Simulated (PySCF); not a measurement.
Species: C6H9FOSi.
SMILES: `C=C[Si@@H](C#CCF)OC`

Torsions of this conformer, `[CH2:1]=[CH:2][Si@@H:3]([C:4]#[C:5][CH2:6][F:7])[O:8][CH3:9]`: C1–C2–Si3–C4 119°, C2–Si3–O8–C9 -173°.

The closed-shell ground state was solved at several levels (PySCF, density fitting, gas phase, non-relativistic). The structure is a single PBE0-D3(BJ)/def2-SVP conformer in the gas phase; no vibrational or solvent corrections.

```
        level  basis functions  HOMO (eV)  LUMO (eV)  gap (eV)  dipole (D)
PBE0/pcSseg-1              205      -7.98      -0.99      6.99        1.45
  HF/pcSseg-1              205     -10.47       2.81     13.28        1.61
```

Problem. Estimate the row for B3LYP/def2-SVPD, a basis of 262 functions; the other rows only guide the guess.

Solution. HOMO -7.80 eV, LUMO -1.25 eV, gap 6.55 eV, dipole 1.55 D.

Problem. Over all these levels, which gives the widest orbital gap and which the narrowest?

Solution. HF/pcSseg-1 (Hartree–Fock, all exact exchange) has the widest, 13.28 eV, and B3LYP/def2-SVPD (global hybrid, 20 % exact exchange) the narrowest, 6.55 eV. Functional and basis both differ between the two, so the spread mixes both effects. The HOMO need not be the same orbital at Hartree–Fock and at DFT levels.

Problem. How far do the dipole and the HOMO energy spread over the levels?

Solution. The dipole runs from 1.45 to 1.61 D (mean 1.54 D) and the HOMO from -10.47 to -7.80 eV.
